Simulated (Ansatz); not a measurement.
CH2KO (charge +1), singlet: a trajectory.

in.yaml

```yaml
crystal:
  periodic: [false, false, false]
  atoms:
    - {symbol: K, position_ang: [-2.228269, 0.315485, -2.005514]}
    - {symbol: C, position_ang: [0.568492, -0.080486, 0.511638]}
    - {symbol: O, position_ang: [-0.323420, 0.045604, -0.291284]}
    - {symbol: H, position_ang: [1.614348, -0.209296, 0.189923]}
    - {symbol: H, position_ang: [0.368849, -0.071309, 1.595137]}
basis:
  gaussian: {orbitals: cc-pVDZ}
total_charge: 1
hamiltonian: {xc: {name: revPBE}, dispersion: d4}
md: {n_steps: 80, timestep: 0.5, temperature: 300, ensemble: nvt_langevin, seed: 929, friction: 0.05, initial_velocities: maxwell_boltzmann}
```

Launched with

```bash
ansatz run in.yaml --threads 2 --pin off --events-out ev --progress --plain --max-ram 5222MiB
```

The run's output (Ansatz 0.2.0):

```
Functional definition: revPBE
  name "revPBE"
  cite "Zhang & Yang, Phys. Rev. Lett. 80, 890 (1998) doi:10.1103/PhysRevLett.80.890"
  cite "Perdew, Burke & Ernzerhof, Phys. Rev. Lett. 77, 3865 (1996) doi:10.1103/PhysRevLett.77.3865"
  parameter kappa = 1.245
  parameter beta = 0.06672455060314922
  exchange = pbe_x(kappa = kappa, mu = beta*pi^2/3)
  correlation = pbe_c(beta = beta)
Error: . the basis set cc-pVDZ has no functions for K
```

Hardware: 2 CPU threads of an Arm Neoverse V1, shared host. Wall time about 0.05 s.


The program refused the input.